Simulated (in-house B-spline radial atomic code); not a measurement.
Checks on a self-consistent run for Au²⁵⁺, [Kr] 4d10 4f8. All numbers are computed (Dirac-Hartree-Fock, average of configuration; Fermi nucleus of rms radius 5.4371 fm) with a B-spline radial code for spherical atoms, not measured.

| orbital | q | ε (Eh) | <1/r> | <r²> | small-component weight |
| --- | --- | --- | --- | --- | --- |
| 1s1/2 | 2 | -3014.36178 | 95.679 | 0.000393275 | 0.08999 |
| 2s1/2 | 2 | -560.33006 | 23.5304 | 0.00593332 | 0.020644 |
| 2p1/2 | 2 | -537.43447 | 23.4445 | 0.0042127 | 0.020683 |
| 2p3/2 | 4 | -469.85882 | 19.126 | 0.00539662 | 0.018393 |
| 3s1/2 | 2 | -156.01338 | 8.66475 | 0.0382985 | 0.0069353 |
| 3p1/2 | 2 | -145.79333 | 8.56382 | 0.0350054 | 0.0068638 |
| 3p3/2 | 4 | -130.62182 | 7.44732 | 0.0412755 | 0.0062188 |
| 3d3/2 | 4 | -113.91234 | 7.3248 | 0.0317057 | 0.0060719 |
| 3d5/2 | 6 | -110.68605 | 7.06977 | 0.0334092 | 0.0058946 |
| 4s1/2 | 2 | -55.41149 | 3.74357 | 0.177586 | 0.0024478 |
| 4p1/2 | 2 | -50.96536 | 3.64641 | 0.179408 | 0.0023676 |
| 4p3/2 | 4 | -47.00777 | 3.2895 | 0.204947 | 0.0021626 |
| 4d3/2 | 4 | -39.68003 | 3.11992 | 0.20738 | 0.00199 |
| 4d5/2 | 6 | -38.90375 | 3.03518 | 0.215785 | 0.0019312 |
| 4f5/2 | 3.4286 | -29.89855 | 2.78785 | 0.20663 | 0.0016554 |
| 4f7/2 | 4.5714 | -29.71767 | 2.75778 | 0.210349 | 0.001633 |

Electron-electron repulsion V_ee = 5378.8299 hartree.

Question: What total energy follows from the eigenvalues?

Answer: The eigenvalues count the repulsion twice, so E = Σqε - V_ee = -13380.843 - 5378.830 = -18759.673 hartree; the run printed -18759.673.

Question: Does the Dirac virial theorem hold?

Answer: For a point nucleus E = -2c²Σq·w, with w the small-component weight. Here Σq·w = 0.4993 and c = 137.0360, so the ratio E/(-2c²Σq·w) is 1.000369; the finite nucleus accounts for the departure from 1.

Question: What diamagnetic shielding (Lamb formula) and susceptibility (Langevin formula) do the radii give?

Answer: σ = (α²/3)Σq<1/r> = 578.57/(3·137.036²) = 10270 ppm, and χ = -0.79199×10⁻⁶·Σq<r²> = -4.76×10⁻⁶ cm³/mol with Σq<r²> = 6.0097 bohr². Both are non-relativistic formulas without the paramagnetism of open shells; for so heavy an element the full relativistic shielding is larger by tens of per cent.
